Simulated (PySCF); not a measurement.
Spin-rotation constants: SMILES CCCCn1cpcn1, C6H11N2P

Geometry:
```
atom   x (Å)   y (Å)   z (Å)
  C1  -2.668   0.834   0.443
  C2  -1.370   0.045   0.557
  C3  -0.876  -0.415  -0.812
  C4   0.422  -1.222  -0.718
  N5   1.512  -0.421  -0.220
  C6   2.179   0.497  -0.941
  P7   3.380   1.311  -0.014
  C8   2.843   0.295   1.317
  N9   1.874  -0.537   1.041
 H10  -3.446   0.227  -0.015
 H11  -3.012   1.148   1.425
 H12  -2.522   1.722  -0.169
 H13  -0.607   0.666   1.031
 H14  -1.525  -0.828   1.195
 H15  -0.716   0.456  -1.451
 H16  -1.636  -1.042  -1.283
 H17   0.297  -2.053  -0.022
 H18   0.693  -1.612  -1.704
 H19   1.929   0.634  -1.978
 H20   3.244   0.305   2.315
```

Method: GIAO B3LYP/pcSseg-1 magnetisability, rotational g tensor and spin-rotation constants, non-relativistic, gas phase (PySCF). Geometry: GFN2-xTB.

Give the nuclear spin-rotation constants along the inertial axes (H = +C I·J) beside the isotropic shieldings.

Rotational constants 2.8456, 0.7388, 0.7144 GHz. A star marks the isotopologue with that one atom substituted, in its own axes.
```tsv
atom	isotope	Caa (kHz)	Cbb (kHz)	Ccc (kHz)	mean (kHz)	σ (ppm)
N5	14N	0.450	0.097	0.099	0.215	0.6
P7	31P	5.574	1.272	1.532	2.793	174.5
N9	14N	0.561	0.123	0.161	0.281	-119.5
H10	1H	-0.064	-0.046	-0.085	-0.065	31.0
H11	1H	-0.297	-0.008	-0.058	-0.121	30.6
H12	1H	-0.308	-0.079	0.006	-0.127	31.1
H13	1H	-0.081	-0.038	-0.085	-0.068	30.8
H14	1H	-0.295	-0.076	0.009	-0.121	30.5
H15	1H	-0.298	-0.080	0.014	-0.121	30.1
H16	1H	-0.053	-0.039	-0.088	-0.060	30.3
H17	1H	-0.244	-0.073	0.028	-0.097	27.3
H18	1H	-0.280	0.021	-0.057	-0.105	27.4
H19	1H	-0.276	-0.041	0.051	-0.089	23.3
H20	1H	-0.160	-0.016	0.004	-0.057	23.3
C1	13C*	0.408	0.109	0.108	0.208	164.5
C2	13C*	0.493	0.123	0.105	0.241	155.2
C3	13C*	0.502	0.140	0.138	0.260	139.5
C4	13C*	0.545	0.160	0.160	0.288	122.8
C6	13C*	0.874	0.191	0.387	0.484	19.5
C8	13C*	1.093	0.258	0.285	0.545	13.8
```
For the geometry as given, no vibrational averaging.
